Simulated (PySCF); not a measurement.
Match the calculated data to a structure.

All candidates are C6H10O2.

- NMR, other nuclei: isotropic shieldings of nuclei other than C and H, by class: -118 (1 O), 111 (1 O) ppm [GIAO B3LYP/pcSseg-1]
- Rotational structure: rotational constants A, B, C: 5.446, 0.920, 0.867 GHz [PBE0-D3(BJ)/def2-SVP]
- Polarisability: 83.5 au [B3LYP/def2-SVPD]
- 13C NMR: chemical shifts (computed TMS as zero) by class: 175.7 (1 C), 137.9 (1 C), 133.3 (1 C), 60.2 (1 C), 22.3 (1 C), 15.2 (1 C) ppm [GIAO B3LYP/pcSseg-1]
- UV, first state: lowest singlet excitation: 5.86 eV (212 nm, f = 0.001) [TDDFT B3LYP/def2-SVPD]
- Valence photoelectron: vertical ionisation energy: 9.29 eV [ΔSCF B3LYP/def2-SVPD]

Gas-phase values; electronic properties from PySCF, density fitting. Levels stand in brackets. One conformer (not necessarily the lowest) at the PBE0-D3(BJ)/def2-SVP geometry, without solvent, vibrations or thermal averaging. Each NMR value is the plain mean over a class of atoms that symmetry, rotation or inversion makes alike.

Question: Which candidate is it?
A. `C=C(C)C(=O)OCC`
B. `C/C=C\COC(C)=O`
C. `CC(=O)O[C@@H]1C[C@@H]1C`
D. `C=C[C@@H](C)OC(C)=O`

Answer: B. It is `C/C=C\COC(C)=O`. Numbering: `[CH3:1]/[CH:2]=[CH:3]\[CH2:4][O:5][C:6]([CH3:7])=[O:8]`. Its formula, C6H10O2, gives 2 degrees of unsaturation: 0 rings and 2 π bonds in the structure found. 6 carbons fall into 6 classes; from least to most shielded: ester carbonyl carbon [C6] (175.7 ppm), alkene CH carbon [C2] (137.9 ppm), alkene CH carbon [C3] (133.3 ppm), sp3 carbon bound to oxygen [C4] (60.2 ppm), methyl carbon next to a carbonyl [C7] (22.3 ppm), allylic carbon [C1] (15.2 ppm). The other shieldings belong to: -118 ppm, ester carbonyl oxygen [O8]; 111 ppm, ester single-bonded oxygen [O5]. The first electron is taken from the HOMO, whose largest Löwdin shares are 0.34 on an alkene CH carbon, 0.33 on an alkene CH carbon, 0.07 on the allylic carbon and 0.05 on the sp3 carbon bound to oxygen. The optimised geometry has point group C1 and is an asymmetric top.

The others, at the same levels:
- `CC(=O)O[C@@H]1C[C@@H]1C` fails: its computed static isotropic polarisability is 77.7 au (against 83.5 au), rotational constant A is 3.760 GHz (against 5.446 GHz) and smallest rotational constant is 1.290 GHz (against 0.867 GHz).
- `C=C(C)C(=O)OCC` fails: its computed lowest singlet excitation is 4.84 eV (256 nm, f = 0.000) (against 5.86 eV), vertical ionisation energy is 10.10 eV (against 9.29 eV) and rotational constant A is 4.391 GHz (against 5.446 GHz).
- `C=C[C@@H](C)OC(C)=O` fails: its computed vertical ionisation energy is 9.66 eV (against 9.29 eV), rotational constant A is 3.729 GHz (against 5.446 GHz) and smallest rotational constant is 1.077 GHz (against 0.867 GHz).

Each candidate is one conformer, not necessarily the lowest. The conformers computed, where there is a choice (atom-mapped SMILES and torsion angles):
- `[CH3:1]/[CH:2]=[CH:3]\[CH2:4][O:5][C:6]([CH3:7])=[O:8]`: C2–C3–C4–O5 117°, C3–C4–O5–C6 83°, C4–O5–C6–C7 -179°
- `[CH3:1][C:2](=[O:3])[O:4][C@@H:5]1[CH2:6][C@@H:7]1[CH3:8]`: C1–C2–O4–C5 -178°, C2–O4–C5–C6 159°
- `[CH2:1]=[C:2]([CH3:3])[C:4](=[O:5])[O:6][CH2:7][CH3:8]`: C1–C2–C4–O5 -178°, C2–C4–O6–C7 180°, C4–O6–C7–C8 -178°
- `[CH2:1]=[CH:2][C@@H:3]([CH3:4])[O:5][C:6]([CH3:7])=[O:8]`: C1–C2–C3–C4 112°, C2–C3–O5–C6 154°, C3–O5–C6–C7 180°
